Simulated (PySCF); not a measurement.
**LiHg⁺: one state, many levels of theory**

State: ¹Σ⁺ (singlet), closed shell. Set-up: Li def2-TZVP, Hg def2-TZVP with ECP60; scalar-relativistic core potentials (PySCF 2.14). De refers to Li⁺ + Hg in their ground configurations, without counterpoise correction. A positive dipole points towards Hg; it is taken about the centre of mass and depends on that origin.

```
      Level  Re (Å)  ωe (cm⁻¹)  De (eV)  μ (D)
    RHF-MP2   2.677        246    0.449    n/a
RHF-SCS-MP2   2.691        243    0.452    n/a
   RHF-CCSD   2.710        244    0.490    n/a
RHF-CCSD(T)   2.708        244    0.486    n/a
        PBE   2.676        257     0.55  -9.30
     r²SCAN   2.690        251     0.50  -9.40
      M06-L   2.776        220    0.499  -9.82
    r²SCANh   2.689        252     0.51  -9.35
       PBE0   2.678        259     0.56  -9.20
     M06-2X   2.679        243     0.51  -9.18
```

Q: Which functional lies closest to RHF-CCSD(T) in De, which farthest, and by how much do they differ from it?

A: Closest is M06-L (+6.8 pm in Re, -9.8 % in ωe, +0.01 eV in De against RHF-CCSD(T) in the same basis), farthest PBE0 (-3.0 pm in Re, +6.1 % in ωe, +0.07 eV in De). CCSD(T) converges more slowly with the basis than the functionals do and binds too weakly in this one, so the order can change at the basis-set limit.

Q: What does a quarter of exact exchange do here, going from PBE to PBE0?

A: PBE0 less PBE: +0.2 pm in Re, +0.8 % in ωe, +0.01 eV in De. Exact exchange removes part of the self-interaction that spreads semilocal densities, and in most molecules shortens and stiffens the bond and lowers De; here Re goes the other way.

Q: What does the step from GGA to meta-GGA do here, going from PBE to r²SCAN?

A: r²SCAN less PBE: +1.4 pm in Re, -2.3 % in ωe, -0.05 eV in De. 

Correlated steps freeze no core orbitals. Closed-shell solutions of metal pairs were not tested for spin polarisation, which can lower them a little. Spin–orbit coupling is left out. For an ion De counts to the pair picked by the measured ionisation energies or electron affinities, which need not be the lowest pair at this level.

The whole job (state search and all levels along the bond) took about 2.9 min on 1 thread of Arm Neoverse N1 (shared host), peak memory 0.7 GiB.
